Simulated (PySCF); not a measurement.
C2H6N, SMILES C=[NH+]C, charge +1. Atoms are numbered in the order given.

```xyz
9

C     -0.2332     1.2312     0.0000
N      0.4105     0.1356     0.0000
C     -0.1673    -1.2145     0.0000
H     -1.3171     1.2177     0.0000
H      0.3052     2.1716     0.0000
H      1.4290     0.1801     0.0000
H      0.1816    -1.7385     0.8893
H     -1.2512    -1.1420     0.0000
H      0.1816    -1.7385    -0.8893
```
Charge +1, spin multiplicity 1.

Coordinates come from a B3LYP-D3(BJ)/def2-TZVP optimisation. The isomer is the one that the SMILES or the coordinates give; other isomers of the formula were not compared.

Calculation: PySCF with B3LYP/pcJ-1.

Isotropic couplings with Fermi-contact, spin-dipole and both spin-orbit terms, one fixed conformer, no vibrational averaging. Isotopes: 13C, 14N, 1H.

Computed spin–spin coupling constants:
```
pair   bonds apart  J (Hz)
-----  -----------  ------
C1–N2            1    14.6
C1–H4            1   197.4
C1–H5            1   200.2
N2–C3            1     4.4
N2–H6            1    68.0
C3–H7            1   156.1
C3–H8            1   154.8
C3–H9            1   156.1
C1–C3            2    -1.2
C1–H6            2    -3.0
N2–H4            2    -0.4
N2–H7            2    -1.7
N2–H8            2    -0.5
N2–H9            2    -1.7
C3–H6            2     2.9
H4–H5            2     6.6
H7–H8            2   -13.9
H7–H9            2   -20.8
H8–H9            2   -13.9
C1–H7            3     7.7
C1–H8            3     6.2
C1–H9            3     7.7
C3–H4            3     6.3
C3–H5            3     9.7
H4–H6            3    21.8
H5–H6            3    12.5
H6–H7            3     3.5
H6–H8            3    13.0
H6–H9            3     3.5
H4–H7            4    -3.5
H4–H8            4    -0.4
H4–H9            4    -3.5
H5–H7            4    -3.2
H5–H8            4    -0.7
H5–H9            4    -3.2
```
